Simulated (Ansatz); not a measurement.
Total energies of C2H6AlCl.

```xyz
10

Al    0.058   -0.878   -1.063
C     0.429    0.287    1.113
C    -0.330    1.116    0.386
Cl   -1.680   -1.979   -0.508
H    -0.113    0.162   -2.245
H     1.453   -1.554   -0.743
H     1.502    0.419    1.190
H    -0.009   -0.528    1.681
H     0.098    1.953   -0.153
H    -1.409    1.002    0.342
```

Total charge 0; spin multiplicity 1. The bonds changed during the relaxation, so this is another structure than the one it started from. All single points use the PBE0-D4/def2-TZVP geometry. It is one conformer, not always the lowest. Basis def2-TZVPP, the Gaussian-basis code of Ansatz.

RPA on PBE orbitals: Hartree–Fock energy of these orbitals -780.69025 Eh, correlation -1.07473 Eh (frozen core).

```tsv
functional	energy without D4 (Eh)	D4 term (kJ/mol)
revPBE	-782.37004	-59.5
BLYP	-782.48563	-44.8
r2SCAN	-782.42664	-5.0
PBE0	-782.16507	-17.5
B3LYP	-782.58205	-33.3
HSE06 (plane-wave form)	-782.14592	-16.4
BHLYP	-782.48644	-26.2
ωB97X-V	-782.40443	–
ωB97M-V	-782.44533	–
B2PLYP	-782.21043	–
```

Question: Give the same for LDA (SPW92), PBE, B97M-V, r2SCANh, r2SCAN0, CAM-B3LYP, LC-ωPBE, PBE-QIDH. (Best estimate.)

Answer: Computed: 
| functional | energy without D4 (Eh) | D4 term (kJ/mol) |
| --- | --- | --- |
| LDA (SPW92) | -779.21489 | – |
| PBE | -782.08814 | -20.6 |
| B97M-V | -782.36695 | – |
| r2SCANh | -782.42048 | -5.4 |
| r2SCAN0 | -782.41210 | -5.9 |
| CAM-B3LYP | -782.50556 | -17.9 |
| LC-ωPBE | -782.27431 | – |
| PBE-QIDH | -781.98429 | – |

B3LYP takes the VWN-RPA correlation (the form of Gaussian; ORCA's B3LYP/G). HSE06 is the plane-wave form, built on full-range PBE exchange. The double hybrids freeze the cores in their second-order part.

LC-ωPBE has ω = 0.4 bohr⁻¹.
